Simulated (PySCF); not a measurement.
Computed shifts of a molecule C4H5F, B3LYP/pcSseg-1 (PySCF), GIAO, gas phase, atoms alike by connectivity averaged where their shifts nearly agree, in ppm (number of nuclei): ¹³C: 220.1 (1), 149.5 (1), 96.9 (1), 22.2 (1). ¹⁹F: -157.9 (1). ¹H: 5.92 (2), 2.34 (3). References: ¹³C against TMS (σ = 181.3 ppm); ¹⁹F against CFCl3 (σ = 161.7 ppm); ¹H against TMS (σ = 31.68 ppm), references at their B3LYP-D3(BJ)/def2-TZVP geometries, non-relativistic. Geometry: PBE0-D3(BJ)/def2-SVP. The values are those of a single conformer.

Problem. Which molecule gave these data?
A) C=C/C=C/F
B) C=C=C(C)F
C) FC1=CCC1
D) C=CC(=C)F

Solution. B, C=C=C(C)F
